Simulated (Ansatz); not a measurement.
Consider the atomization: `FC(F)OC(F)(F)F` → 2 C• + 5 F• + H• + O•.

Gas-phase electronic energies from Ansatz, PBE0-D4/def2-TZVP geometries. CBS: MP2 limit from def2 TZ/QZ plus the TZ coupled-cluster correction, frozen cores. This one scheme is used for every species, atoms too. For atomizations the MP2-based limit and the directly extrapolated one differ by several kJ/mol either way, and by 10 to 25 for some Ge, Se and Sn compounds, so smaller differences from it don't rank the levels. DFT in def2-TZVPP. Open shells (•) are unrestricted, without spin–orbit coupling. Spin–orbit coupling would lower the free atoms: a little for C, F, O. Each species was taken in one conformer, which may not be the lowest.

CCSD(T)/CBS gives +3691.8 kJ/mol.

**Question.** Another level gave +3692.8 kJ/mol. Which?
A. BHLYP-D4/def2-TZVPP
B. PBE0/def2-TZVPP
C. B97M-V/def2-TZVPP
D. revPBE-D4/def2-TZVPP

**Answer.** C. B97M-V 3692.8, PBE0 3705.6, BHLYP-D4 3429.6, revPBE-D4 3717.3 kJ/mol.

Largest T1 diagnostic among the species: 0.012.

In def2-TZVPP, CCSD(T) changes the Hartree–Fock value by +1154.8 kJ/mol (the triples alone add +90.2 kJ/mol) and MP2 by +1354.5 kJ/mol; breaking electron pairs costs correlation energy, which Hartree–Fock lacks. From PBE to PBE0 (25 % exact exchange), in def2-TZVPP and without D4, ΔE moves by −173.1 kJ/mol: exact exchange takes away binding that semilocal exchange gives to molecules.
